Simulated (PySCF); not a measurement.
Ta(NH)(OH)2(NH2) (H5N2O2Ta), SMILES [OH][Ta](=[NH])([NH2])[OH], multiplicity 1.

The structure is a stationary point at PBE0-D3(BJ)/def2-SVP. The spin state was assumed, not searched. The structure was generated by enumeration; whether it is a known compound was not checked. The def2 effective core potentials stand for the cores of Ta; spin–orbit coupling is left out. Other conformers were not sampled.

Method: PBE0-D3(BJ)/def2-SVP (PySCF).

Frequencies are harmonic and unscaled.

**Question.** Estimate the vibrational spectrum. (Estimate from the structure and the level; the computed values follow.)

**Answer.** 
| mode | ν (cm⁻¹) | IR (km/mol) | moving atoms (share of kinetic energy) |
|---|---|---|---|
| 1 | 174 | 0.2 | N 42 %, H 28 %, O 19 %, Ta 11 % |
| 2 | 179 | 5.1 | O 51 %, H 28 %, Ta 11 %, N 10 % |
| 3 | 188 | 7.0 | O 55 %, H 20 %, Ta 13 %, N 12 % |
| 4 | 193 | 12.2 | N 43 %, O 28 %, H 27 % |
| 5 | 224 | 12.1 | N 57 %, H 26 %, O 16 % |
| 6 | 316 | 48.0 | H 81 %, O 16 % |
| 7 | 334 | 177.7 | H 75 %, O 16 % |
| 8 | 366 | 0.3 | H 95 % |
| 9 | 438 | 215.6 | H 76 %, O 23 % |
| 10 | 462 | 177.2 | H 78 %, N 21 % |
| 11 | 475 | 276.1 | H 80 %, O 19 % |
| 12 | 591 | 53.4 | H 82 %, N 16 % |
| 13 | 591 | 32.3 | H 74 %, N 15 %, O 11 % |
| 14 | 609 | 13.4 | H 66 %, N 29 % |
| 15 | 686 | 155.9 | N 68 %, H 22 %, Ta 9 % |
| 16 | 706 | 89.4 | O 80 %, H 12 % |
| 17 | 710 | 136.1 | O 69 %, H 16 %, Ta 14 % |
| 18 | 1002 | 128.7 | N 84 %, Ta 8 % |
| 19 | 1517 | 32.2 | H 89 %, N 11 % |
| 20 | 3583 | 58.2 | H 95 % |
| 21 | 3692 | 33.9 | H 92 %, N 8 % |
| 22 | 3705 | 136.2 | H 92 % |
| 23 | 3973 | 336.0 | H 94 % |
| 24 | 3976 | 85.4 | H 94 % |
